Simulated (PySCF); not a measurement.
# Cu (copper, neutral) across methods

[Ar] 3d10 4p1, 2P determinant (an excited configuration). All numbers are calculated (PySCF 2.14, the spin-free X2C one-electron Hamiltonian (Gaussian nucleus), in x2c-TZVPPall (6s5p4d2f1g, 64 functions)).

```csv
method,E (hartree),mean ε 3d β (eV),mean ε 3d α (eV),mean ε 4p α (eV),Σ⟨r²⟩ (bohr²),⟨S²⟩
r2SCAN,-1654.564,-6.606,-6.573,-1.263,33.46,1.011
BHandHLYP,-1654.520,-10.261,-10.266,-1.780,32.65,0.789
PBE0,-1654.344,-8.184,-8.207,-1.518,33.06,0.834
M06,-1654.576,-8.527,-8.572,-1.354,32.85,0.767
UHF,-1652.97930,-14.061,-13.870,-2.584,32.41,0.794
M06-L,-1654.511,-6.448,-6.477,-1.049,33.47,1.024
LDA,-1651.723,-6.337,-6.433,-0.967,33.25,0.822
PBE,-1654.361,-6.205,-6.281,-1.043,33.58,0.905
wB97X,-1654.628,-10.774,-10.774,-3.066,33.02,0.817
```

⟨S²⟩ = 1.01 against 0.75 shows spin contamination.
